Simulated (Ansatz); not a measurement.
Input for Ansatz (a program for electronic structure): R-CCSD(T)/cc-pVTZ on BFH2OSe (SMILES OB(F)[SeH]), a point of a torsion scan. The run froze 17 orbitals, filled d shells among them.

Ansatz 0.2 input:
```yaml
crystal:
  periodic: [false, false, false]
  atoms:
    - {symbol: O, position_ang: [-1.03466308, -0.80807052, 0.27026752]}
    - {symbol: B, position_ang: [-0.24602215, 0.22217771, 0.06492499]}
    - {symbol: F, position_ang: [-0.66173158, 1.28680900, -0.60593755]}
    - {symbol: Se, position_ang: [1.58910977, 0.18695765, 0.81942256]}
    - {symbol: H, position_ang: [-1.93413845, -0.80601946, -0.06406285]}
    - {symbol: H, position_ang: [2.20978399, -0.38897606, -0.34009329]}
basis:
  gaussian:
    orbitals: cc-pVTZ
magnetization: {spin_polarized: false}
correlation: {method: ccsd_t, electrons: outside_noble_gas}
scf: {lower_state_search: off}
```

The log:

```
WARN ansatz: RAYON_NUM_THREADS=1 ignored (pool sized by the plan → 1); use --threads N
Functional definition: HF
these checks for a lower state are left out or cut short: stability, starts, cluster_reference, orbital_swaps, neighbouring_geometries, increment
integrals: 0.43 GiB planned
996 factors; integrals over basis functions are off by at most 6.6e-4 eV
mean field: 0.50 GiB planned
mean field evaluation 1: about -70753.4558 eV, gradient 3.9e1 eV
mean field evaluation 2: about -70753.5853 eV, gradient 3.9e1 eV
mean field evaluation 4: about -70756.3830 eV, gradient 2.7e0 eV
mean field evaluation 8: about -70756.4200 eV, gradient 2.5e-1 eV
mean field -70756.42032250 eV, -2600.2504864277 hartree, gradient 2.7e-6 eV, S^2 0.000000; 0 other end points of the search recorded, 0 dependent functions left out
17 core orbitals not correlated
reference -70756.42032250 eV, -2600.2504864277 hartree; 12, 12 occupied and 132, 132 virtual orbitals, 996 factors
second order -20.07473726 eV of doubles, -0.00000000 eV of singles
coupled cluster: 1.11 GiB planned
cycle   1  -20.13660754 eV  change   -6.2e-2 eV  update   9.2e-2
cycle   2  -20.56139186 eV  change   -4.2e-1 eV  update   2.6e-2
cycle   3  -20.65347517 eV  change   -9.2e-2 eV  update   1.4e-2
cycle   4  -20.63933592 eV  change    1.4e-2 eV  update   3.2e-3
cycle   5  -20.63813334 eV  change    1.2e-3 eV  update   1.3e-3
cycle   6  -20.63871255 eV  change   -5.8e-4 eV  update   4.0e-4
cycle   7  -20.63841310 eV  change    3.0e-4 eV  update   1.2e-4
cycle   8  -20.63838982 eV  change    2.3e-5 eV  update   3.7e-5
cycle   9  -20.63841464 eV  change   -2.5e-5 eV  update   1.3e-5
perturbative correction -0.74244433 eV, -0.0272843259 hartree
Total energy: -70777.80118147 eV, -2601.0362185022 hartree
Checks for a lower state left out: stability, starts, cluster_reference, orbital_swaps, neighbouring_geometries, increment
```

The calculation finished and met its thresholds.

Cost: roughly 21 core-seconds.
